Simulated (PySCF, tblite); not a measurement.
Compound: C₃H₆Cl₄OSi₂.
Structure used (GFN2-xTB), in Å, numbered top down from 1:
```
atom  x, y, z in Å
Cl1   -0.508   -2.923    0.593
Si2   -0.410   -1.048    1.240
O3    -1.849   -0.323    1.021
Si4   -2.036    0.907   -0.063
C5    -0.300    0.832   -0.858
C6     0.634    0.178    0.172
C7     1.889   -0.384   -0.442
Cl8    2.888    0.909   -1.176
Cl9    2.873   -1.171    0.822
Cl10   1.562   -1.588   -1.702
H11   -0.084   -0.947    2.651
H12   -3.122    0.501   -0.941
H13   -2.267    2.107    0.731
H14    0.094    1.796   -1.176
H15   -0.342    0.202   -1.749
H16    0.968    0.960    0.864
```

Theory: PBE0/pcSseg-1 in PySCF (dipole) on a GFN2-xTB geometry, gas phase.

Masses are those of the commonest isotopes; rigid-rotor values at the optimised geometry. The values belong to one conformer with, in the numbering `[Cl:1][Si@@H:2]1[O:3][SiH2:4][CH2:5][C@@H:6]1[C:7]([Cl:8])([Cl:9])[Cl:10]`, Cl1–Si2–O3–Si4 -113°, Si2–O3–Si4–C5 7°, O3–Si4–C5–C6 -24°, Si4–C5–C6–C7 160°.

Give the principal moments of inertia and the rotational constants in MHz.

Ia = 650.74, Ib = 1045.94, Ic = 1332.54 u·Å²; 505379 MHz·u·Å²/I gives A = 776.6, B = 483.2, C = 379.3 MHz.

Classify the top.

An asymmetric top: κ = (2 × 483.2 − 776.6 − 379.3)/(776.6 − 379.3) = -0.48.

Is it planar, by Δ = Ic − Ia − Ib?

Not planar: Δ = Ic − Ia − Ib = -364.14 u·Å². For a rigid frame Δ = −2 Σ m c², so Σ m c² = 182.07 u·Å² lies off the ab plane: 11.83 from hydrogen and 170.24 from heavier atoms. The atom farthest from that plane is 2.15 Å away.

Give the other two planar moments, Paa and Pbb, and the rms extents of the mass along the axes.

Paa = Σ m a² = (Ib + Ic − Ia)/2 = 863.87 and Pbb = Σ m b² = (Ia + Ic − Ib)/2 = 468.67 u·Å². With the mass M = 253.87 u, the rms extents √(P/M) along a, b and c are 1.84, 1.36, 0.85 Å.

Predict some low-J microwave lines.

The dipole components are |μa| = 0.81 D, |μb| = 2.23 D, |μc| = 0.43 D. The squared components, which scale the intensities, stand as 0.13 : 1.00 : 0.04 (a : b : c). Some lines, for components of 0.1 D or more:

```tsv
type	branch	J(Ka,Kc)	MHz	lower level (cm⁻¹)
a	Q	2(1,1) ← 2(1,2)	312	0.093
b	Q	1(1,0) ← 1(0,1)	397	0.029
b	Q	2(1,1) ← 2(0,2)	524	0.086
a	R	1(0,1) ← 0(0,0)	862	0.000
c	Q	2(2,1) ← 2(1,1)	880	0.103
b	Q	2(2,0) ← 2(1,1)	903	0.103
b	R	1(1,1) ← 0(0,0)	1156	0.000
b	Q	2(2,1) ← 2(1,2)	1192	0.093
c	R	1(1,0) ← 0(0,0)	1260	0.000
b	R	2(0,2) ← 1(1,1)	1408	0.039
a	R	2(1,2) ← 1(1,1)	1621	0.039
a	R	2(0,2) ← 1(0,1)	1702	0.029
a	R	2(1,1) ← 1(1,0)	1829	0.042
b	R	2(1,2) ← 1(0,1)	1914	0.029
c	R	2(1,1) ← 1(0,1)	2226	0.029
b	R	2(2,1) ← 1(1,0)	2709	0.042
c	R	2(2,0) ← 1(1,0)	2732	0.042
c	R	2(2,1) ← 1(1,1)	2813	0.039
b	R	2(2,0) ← 1(1,1)	2836	0.039
```

Estimate the classical rotational partition function at 25 K, 50 K and 500 K.

Point group C1, symmetry number σ = 1; q = (√π/σ)·√((kT/h)³/(ABC)), k/h = 20836.6 MHz/K: 55900 at 25 K, 158000 at 50 K, 5000000 at 500 K.

Its GFN2-xTB frequencies are all real (lowest 40 cm⁻¹). These are rigid-rotor constants of the computed structure; measured ground-state constants (B0) also hold zero-point vibration. Quadrupole hyperfine structure (35Cl) is left out.

Hardware: an Arm Neoverse V1 with one thread, shared host. Cost: 74 s of wall time, 1.1 GiB resident at most. This is the PBE0/pcSseg-1 job that gave the dipole, with the shieldings it also computed.
